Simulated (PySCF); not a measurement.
A PySCF script (with the pyscf-properties extension) for the NMR shieldings of `InChI=1S/C3H11N3Si2/c1-7-6-3-8(5)2-4/h6,8H,3,5,7H2,1H3/t8-/m0/s1`, on a GFN2-xTB geometry:

```python
import basis_set_exchange as bse
import numpy as np
from pyscf import gto, dft
from pyscf.prop import nmr

atoms = """
C     2.910543   -0.336006   -0.083906
Si    1.396430   -1.441039    0.184439
N     0.197293   -0.515593    0.996389
C    -0.237558    0.809333    0.590465
Si   -1.459752    0.812168   -0.881985
N    -2.505714   -0.536495   -0.671411
C    -2.579662    2.299776   -0.733039
N    -3.247266    3.227294   -0.659013
H     3.772598   -0.930577   -0.369858
H     3.169808    0.205786    0.820782
H     2.745153    0.393480   -0.871833
H     0.984379   -1.972187   -1.135260
H     1.647774   -2.556783    1.098733
H    -0.558494   -1.022830    1.430922
H     0.652608    1.382269    0.329161
H    -0.683603    1.303673    1.459472
H    -0.767454    0.945453   -2.173409
H    -3.349444   -0.610635   -1.217200
H    -2.097443   -1.447837   -0.535670
"""
names = dict.fromkeys(["C", "Si", "N", "H"], "pcSseg-1")
basis = {el: gto.basis.parse(bse.get_basis(n, elements=[el], fmt="nwchem")) for el, n in names.items()}
mol = gto.M(atom=atoms, basis=basis, charge=0, verbose=0)
mf = dft.RKS(mol, xc="PBE0")
mf.grids.level = 2
mf.grids.alignment = dft.numint.BLKSIZE   # the property module wants whole blocks of grid points
mf.conv_tol = 1e-9
mf.kernel()

calc = nmr.RKS(mf)   # GIAO
C = mf.mo_coeff
Co = C[:, mf.mo_occ > 0]
resp = mf.gen_response(singlet=True, hermi=2)
def vind(x):   # induced exchange potential for any number of trial vectors
    d = np.einsum("pi,xij,qj->xpq", C, 2 * x.reshape(-1, C.shape[1], Co.shape[1]), Co, optimize=True)
    return np.einsum("xpq,pi,qj->xij", resp(d - d.transpose(0, 2, 1)), C, Co, optimize=True).ravel()
mo1, _ = nmr.rhf.solve_mo1(calc, with_cphf=vind)
sigma = calc.kernel(mo1)
for i, s in enumerate(sigma):   # ppm
    print("%2d %-2s %9.2f" % (i, mol.atom_pure_symbol(i), np.trace(s) / 3))
```

Problem. What are the results?

Solution. 
```
 0 C     192.80
 1 Si    384.19
 2 N     258.68
 3 C     154.30
 4 Si    403.78
 5 N     260.44
 6 C      60.72
 7 N     -91.18
 8 H      31.60
 9 H      31.43
10 H      31.09
11 H      26.65
12 H      27.03
13 H      31.64
14 H      29.07
15 H      28.57
16 H      26.59
17 H      31.04
18 H      31.04
```

These numbers come from an equivalent density-fitted implementation of the same equations, which agrees with the script to about 0.01 ppm for H and up to a few tenths of a ppm for heavy atoms, so last digits may differ.

Problem. Turn these shieldings into chemical shifts. Chemical shifts δ = σref − σ; ¹³C (σref 186.93), ²⁹Si (σref 349.16), ¹H (σref 31.72) vs TMS; ¹⁵N (σref 267.73) against NH3, all at this level.

Solution. Averaging equivalent atoms: C 6: 126.2; C 3: 32.6; C 0: -5.9; Si 1: -35.0; Si 4: -54.6; N 7: 358.9; N 2: 9.1; N 5: 7.3; H 16: 5.13; H 11: 5.07; H 12: 4.69; H 15: 3.15; H 14: 2.65; H 17/18: 0.68; H 8/9/10: 0.34; H 13: 0.08 ppm. Experimental scales use liquid or dissolved standards, which lie at an offset from isolated NH3 (liquid NH3: subtract about 20 ppm). Unscaled 15N shifts of sp2 nitrogen come out 20 to 40 ppm too high even then.

Size and cost of the density-fitted run: 205 basis functions, 74 s wall time on 1 thread of an Arm Neoverse N1, shared host; peak memory 0.93 GiB.
